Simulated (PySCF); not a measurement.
Gas-phase reaction: 4 InH2Cl → 2 InCl2 + H2 + 2 InH3. Level: PBE0/def2-TZVP; standard pressure 1 bar.

Method: PySCF energies plus ideal-gas RRHO corrections (1 bar). Open shells (unrestricted): InCl2 (multiplicity 2); the rest are closed-shell singlets. In: scalar-relativistic def2 core potential, no spin-orbit coupling. InH2Cl, InCl2, InH3: computed as isolated molecules; such fragments, hydroxides, amides, oligomers or adducts are transient or little studied in the gas. The harmonic model lacks anharmonicity and excited electronic states, which grow with temperature; levels with a mode under 35 cm⁻¹ are left out. Soft modes under 120 cm⁻¹ make the harmonic entropy rough for InCl2.

| T (K) | 1000/T (1/K) | log10 K |
|---|---|---|
| 600 | 1.6667 | -7.57 |
| 800 | 1.2500 | -4.20 |
| 1000 | 1.0000 | -2.20 |
| 1200 | 0.8333 | -0.88 |
| 1400 | 0.7143 | ? |
| 1600 | 0.6250 | 0.72 |

**Question.** Fit log10 K = a + b·(1000/T) to the five rows, get the mean ΔH° and ΔS°, and predict log10 K at 1400 K.

**Answer.** Means: 1000/T = 1.0750, log10 K = -2.826. Sums of products about the means: Sxy = -5.16047, Sxx = 0.647278, so b = Sxy/Sxx = -7.97 and a = -2.826 − (-7.97)×1.0750 = 5.74.
ΔH° = −R ln 10 × 1000 K × b = −19.145 × (-7.97) = 153 kJ; ΔS° = R ln 10 × a = 110 J/K. The run's own values go from 155 kJ and 114 J/K at 600 K to 145 kJ and 104 J/K at 1600 K.
Prediction at 1400 K: 5.74 + (-7.97)×0.7143 = 0.05. The computed value is 0.04, 0.01 from the line.
For scale, ΔH°(298 K) is 155 kJ at this level, 174 kJ at ωB97M-V/def2-TZVP†, and runs from 95 to 188 kJ over the 18 levels computed († marks an energy on the PBE0/def2-TZVP geometry).
